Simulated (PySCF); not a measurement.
# How methods differ on the ionisation energy of Xe⁺

Xe⁺ [Kr] 4d10 5s2 5p5 (2P) → Xe²⁺ [Kr] 4d10 5s2 5p4 (3P), as a difference of total energies. All numbers are calculated (PySCF 2.14, scalar relativity through the core potential, in aug-cc-pVQZ-PP with ECP28MDF). Correlated levels: valence: 4s2 4p6 4d10 frozen. The calculations carry no spin-orbit coupling.

| method | ionisation energy (eV) |
| --- | --- |
| UHF | 20.068 |
| LDA | 21.369 |
| PBE0 | 21.101 |
| r2SCAN | 21.120 |
| BLYP | 20.984 |
| B97-3 | 21.047 |
| TPSS | 21.087 |
| MP2 (valence) | 20.930 |
| SCS-MP2 (valence) | 20.952 |

Question: Estimate what PBE gives.

Answer: 21.052 eV, closest to B97-3 among the rows shown.

Question: Estimate what M06-2X gives.

Answer: 20.836 eV, closest to MP2 (valence) among the rows shown.

The reference lies between the lowest fine-structure levels, while these numbers refer to the centres of the terms.

Errors of the correlated levels include the incompleteness of this basis and the frozen core.

For comparison: 20.975 eV (semi-empirical (NIST evaluation); NIST Atomic Spectra Database, ionization energies).
